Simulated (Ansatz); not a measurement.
(CuCl)2 ring (Cu2Cl2). The state is a triplet with charge 0. Geometry r2SCAN-D4/def2-SVP, that of the neutral singlet; atoms count from 1.

Cartesian coordinates in Å:
```
Cu 0.344 -1.075 -0.158
Cl 1.533 0.642 -1.027
Cu -0.344 1.075 0.158
Cl -1.534 -0.642 1.027
```

At PBE0-D4/def2-TZVP a singlet of charge 0 lies 3.32 eV below the triplet at the same geometry.

(1) Estimate the Mulliken populations from the PBE0/def2-TZVP orbitals of Ansatz.

(2) Where does the spin sit?

(3) And the Mayer bond orders between heavy atoms (over 0.3)?

Answers

(1) 
```csv
atom,charge (e),spin (α − β),d electrons
Cu1,0.07,1.64,9.31
Cl2,-0.23,0.16,–
Cu3,0.39,0.04,9.92
Cl4,-0.23,0.16,–
```
Mulliken values depend strongly on the basis.

(2) Summed by element: Cu 1.68, Cl 0.32, of 2 unpaired in all. Largest on single atoms: Cu1 1.64, Cl4 0.16, Cl2 0.16.

(3) Cu1–Cl2 0.62 (2.26 Å); Cu1–Cl4 0.62 (2.26 Å); Cl2–Cu3 0.57 (2.26 Å); Cu3–Cl4 0.57 (2.26 Å).
